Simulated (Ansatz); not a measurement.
## Worked example: SiH(CH3)F2 + SnH2F → SiH(CH3)F + SnH2F2

Species: SiH(CH3)F2, singlet; SnH2F `[F][SnH2]`, doublet; SiH(CH3)F, doublet; SnH2F2 `[F][SnH2][F]`, singlet. A radical takes F: the energy is the difference in strength between the Si–F bond broken and the Sn–F bond made.

Shapes, held fixed at every level: PBE0-D4/def2-TZVP. Programs: Ansatz 0.2.0. The zero-point and thermal change to 298 K, harmonic and unscaled (PBE0-D4/def2-TZVP), is -1.6 kJ/mol.

At CCSD(T)/def2-TZVPP; 1 Eh = 2625.50 kJ/mol:

```
   species  energy (Eh)
SiH(CH3)F2  -529.130238
     SnH2F  -314.575719
 SiH(CH3)F  -429.248276
    SnH2F2  -414.387917
```

Work out ΔH(298 K) of the reaction at this level.


1. Products less reactants: (-429.248276) + (-414.387917) − [(-529.130238) + (-314.575719)] = 0.069764 Eh = +183.2 kJ/mol.
2. With the thermal change: +183.2 + (-1.6) = +181.6 kJ/mol.

Other levels give +169.9 (CCSD/def2-SVP) to +187.3 kJ/mol (BHLYP-D4/def2-TZVPP). No measured value is set beside it here. Open shells run unrestricted. For atoms past krypton def2 sets carry core potentials with scalar relativity. Outer-core shells of Sn are correlated in most correlated rows, in sets that cover them unevenly.
